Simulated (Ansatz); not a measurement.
Start from `COC[SeH]` and change one atom or group to get `COCC=S`.

Ansatz, PBE0-D4/def2-TZVP geometries, multiplicity 1. Each molecule was computed in one conformer, which needn't be the lowest.

Scalar relativity is left out up to krypton.

| property | `COC[SeH]` |
| --- | --- |
| HOMO energy (PBE0/def2-TZVPP) / eV | -6.78 |
| HOMO energy (PBE/def2-TZVPP) / eV | -5.61 |
| size of the dipole moment (B3LYP/def2-TZVPP) / D | 1.73 |
| LUMO energy (ωB97M-V/def2-TZVPP) / eV | 1.82 |
| LUMO energy (PBE/def2-TZVPP) / eV | -0.83 |
| LUMO energy (PBE0/def2-TZVPP) / eV | 0.04 |

Question: Give the same properties after the change, and the shifts. (An estimate is asked.)

Answer: Computed: 
```csv
property,`COCC=S`,shift
HOMO energy (PBE0/def2-TZVPP) / eV,-6.61,0.17
HOMO energy (PBE/def2-TZVPP) / eV,-5.36,0.25
size of the dipole moment (B3LYP/def2-TZVPP) / D,1.44,-0.29
LUMO energy (ωB97M-V/def2-TZVPP) / eV,-0.18,-2.00
LUMO energy (PBE/def2-TZVPP) / eV,-3.32,-2.49
LUMO energy (PBE0/def2-TZVPP) / eV,-2.37,-2.41
```

With PBE0 the HOMO rises by 0.17 eV and the LUMO falls by 2.41 eV, so the gap narrows by about 2.58 eV. PBE moves the HOMO by 0.25 eV and ωB97M-V by 0.17 eV. Dipoles are sizes alone; their direction can turn.

B3LYP here is the variant with VWN-RPA as its local correlation; programs differ in this.

Spin–orbit coupling is left out; it splits and shifts lone-pair levels of the heavy atoms by tenths of an eV.
